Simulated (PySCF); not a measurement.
**Adding and removing an electron: InO**

UHF-MP2; PySCF, scalar-relativistic core potentials, basis sets In def2-SVPD with ECP28, O def2-SVPD. Neutral (UHF): doublet (π ↑), Re = 2.125 Å, ωe = 495 cm⁻¹, De = 3.42 eV.

InO⁺ (UHF): triplet (π ↑↑), Re = 3.054 Å, ωe = 107 cm⁻¹, De = 0.19 eV to In⁺ + O. The energies at the minima are -264.21556 hartree for InO and -263.89833 for InO⁺.

(1) Work out the adiabatic ionisation energy, without and with harmonic zero-point energies (1 hartree = 27.2114 eV, 1 eV = 8065.5 cm⁻¹), and the change of the bond length.

InO⁻ (RHF): singlet (closed shell), Re = 1.982 Å, ωe = 622 cm⁻¹, De = 4.90 eV to In + O⁻. The energies at the minima are -264.21556 hartree for InO and -264.31808 for InO⁻.

(2) Work out the adiabatic electron affinity, without and with harmonic zero-point energies (1 hartree = 27.2114 eV, 1 eV = 8065.5 cm⁻¹), and the change of the bond length.

Correlated steps freeze 5 core orbitals. Weak bonds: InO⁺. Basis-set superposition, not corrected here, can be much of De in a small basis, most of all at correlated wavefunction levels. Spin–orbit coupling is left out, which matters for elements this heavy, above all for dissociation energies. For an ion De counts to the pair picked by the measured ionisation energies or electron affinities, which need not be the lowest pair at this level. Where the molecule has an RHF reference, its open-shell atoms are computed with UHF. States were picked by a PBE0 search and need not be the measured ground states.

Neutral and ion stand on different kinds of reference determinant, which adds to the error of the difference.

Answers

(1) At UHF-MP2: 0.31723 hartree = 8.632 eV between the minima; the zero-point term (107.0 − 495.0)/2 cm⁻¹ = -0.024 eV makes it 8.608 eV. Re changes by +92.9 pm against the neutral. The electron leaves a π orbital, and the ion is left as a loose complex of an ion and an atom.

(2) At MP2: 0.10252 hartree = 2.790 eV between the minima; the zero-point term (495.0 − 622.0)/2 cm⁻¹ = -0.008 eV makes it 2.782 eV. Re changes by -14.3 pm against the neutral. The electron enters a π orbital; the charge polarises the partner, so the anion is bound more strongly.
